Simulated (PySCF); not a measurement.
ClTl. Atoms are numbered in the order given.

```xyz
2

Tl     0.0000     0.0000    -0.4393
Cl     0.0000     0.0000     2.0929
```
Charge 0, spin multiplicity 1.

The structure is a stationary point at B3LYP-D3(BJ)/def2-TZVP. The def2 effective core potentials stand for the cores of Tl; spin–orbit coupling is left out.

These are B3LYP-D3(BJ)/def2-TZVP (PySCF 2.14.0) values and carry that method's errors.

Frequencies are harmonic and unscaled.

| mode | ν (cm⁻¹) | IR (km/mol) | moving atoms (share of kinetic energy) |
|---|---|---|---|
| 1 | 270 | 66.8 | Cl 85 %, Tl 15 % |
